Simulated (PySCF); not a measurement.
Computed data (PySCF): structure optimised with GFN2-xTB, shielding tensors at PBE0/pcSseg-1 (GIAO). Fast rotation and ring inversion assumed for equivalent nuclei, non-relativistic Hamiltonian, one computed conformer, isolated molecule.

δ = σ(ref) − σ, references computed at the same level: ¹H (σref 31.72), ¹³C (σref 186.93) against TMS. Shifts are as computed. Against solution values, carbons near 30 ppm lie about +3 ppm off and those near 130 ppm about +5 ppm; carbons on Cl a further +6 ppm. Of 1211 compounds with measured shifts, 218 miss one by over three times the rms of a fit or turn the order of signals round; such compounds aren't used in these exercises. Carbons bonded to Cl come out too deshielded.

Question: Order these molecules by the shift of their most deshielded carbon, lowest δ first.
A. C=Cc1nnc(Cl)o1
B. CCO[SiH3]
C. CC(F)(F)c1ccccc1

Answer: B (64.2 ppm, sp3 CH2 bonded to O), C (146.5 ppm, substituted aromatic carbon), A (172.8 ppm, substituted aromatic carbon next to the ring oxygen).

Question: Order these molecules by the shift of their most deshielded carbon-bound hydrogen, lowest δ first.
A. ClC1=C[SiH2]C[C@@H](Cl)C1
B. CCO[SiH3]
C. CC(F)(F)c1ccccc1
D. C=Cc1nnc(Cl)o1

Answer: B (3.82 ppm, hydrogen on an sp3 CH2 bonded to O), A (6.22 ppm, hydrogen on an alkene CH), D (7.08 ppm, hydrogen on an alkene CH), C (7.84 ppm, hydrogen on an aromatic CH).

Question: How many ¹³C and ¹H signals does each give (equivalence by symmetry and fast rotation, but not about amide C–N or C=N bonds)? `C[SiH2][C@@H]1C(Cl)=C[C@@H]1Cl`, `ClC1=C[SiH2]C[C@@H](Cl)C1`, `CCO[SiH3]`, `CC(F)(F)c1ccccc1`, `C=Cc1nnc(Cl)o1`

Answer: C[SiH2][C@@H]1C(Cl)=C[C@@H]1Cl: 5 C, 6 H; ClC1=C[SiH2]C[C@@H](Cl)C1: 5 C, 8 H; CCO[SiH3]: 2 C, 3 H; CC(F)(F)c1ccccc1: 6 C, 4 H; C=Cc1nnc(Cl)o1: 4 C, 3 H.
